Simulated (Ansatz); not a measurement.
Computed with Ansatz on PBE0-D4/def2-TZVP structures; ΔE is electronic, products minus reactants. CBS: MP2 limit from def2 TZ/QZ plus the TZ coupled-cluster correction, frozen cores. This one scheme is used for every species. DFT in def2-TZVPP. One conformer a species, not always the lowest.

Consider the redistribution: `CNBCN` + `FC(F)=N[SiH3]` → `CNBF` + `NC/C(F)=N/[SiH3]`.

`CNBCN`:

```xyz
14

C    -1.165    2.147    0.181
N    -0.830    0.791   -0.180
B     0.191    0.014    0.353
C     0.378   -1.489   -0.089
N     1.766   -1.935   -0.020
H    -0.457    2.499    0.931
H    -1.114    2.819   -0.681
H    -2.173    2.217    0.604
H    -1.433    0.393   -0.885
H     0.909    0.515    1.174
H    -0.200   -2.084    0.634
H    -0.103   -1.672   -1.067
H     2.364   -1.339   -0.577
H     1.868   -2.876   -0.379
```

`FC(F)=N[SiH3]`:

```xyz
8

F     1.578    0.376   -2.208
C     1.055    0.299   -1.007
F     1.971    0.734   -0.157
N    -0.075   -0.106   -0.764
Si   -0.934   -0.281    0.731
H    -2.159    0.546    0.630
H    -1.297   -1.711    0.862
H    -0.138    0.144    1.912
```

`CNBF`:

Z-matrix (Å, degrees):
```
C
N 1 1.443
H 1 1.094 2 111.7
H 1 1.090 2 109.1 3 119.3
H 1 1.094 2 111.7 3 -121.4
B 2 1.388 1 126.0 3 -119.3
H 2 1.009 1 115.3 3 60.7
F 6 1.340 2 119.2 1 -180.0
H 6 1.197 2 121.7 1 0.0
```

`NC/C(F)=N/[SiH3]`:

```xyz
13

N     1.573    1.752   -0.030
C     0.272    1.628    0.568
C    -0.431    0.318    0.353
F    -1.643    0.342    0.970
N    -0.015   -0.660   -0.278
Si   -0.722   -2.211   -0.595
H     1.508    1.607   -1.030
H     2.182    1.020    0.315
H     0.336    1.789    1.650
H    -0.391    2.418    0.200
H    -2.072   -2.413   -0.006
H     0.207   -3.231   -0.049
H    -0.804   -2.358   -2.069
```

```tsv
species	B2PLYP energy (Eh)
`CNBCN`	-215.90302
`FC(F)=N[SiH3]`	-583.68170
`CNBF`	-220.58777
`NC/C(F)=N/[SiH3]`	-579.06852
```

(1) Work out ΔE.

Largest T1 diagnostic among the species: 0.013.

Answers

(1) ΔE = (-220.58777) + (-579.06852) − (-215.90302) − (-583.68170) = -0.07157 Eh = -44.9 kcal/mol. CCSD(T)/CBS gives -45.4 kcal/mol.

From PBE to PBE0 (25 % exact exchange), in def2-TZVPP and without D4, ΔE moves by −0.9 kcal/mol.
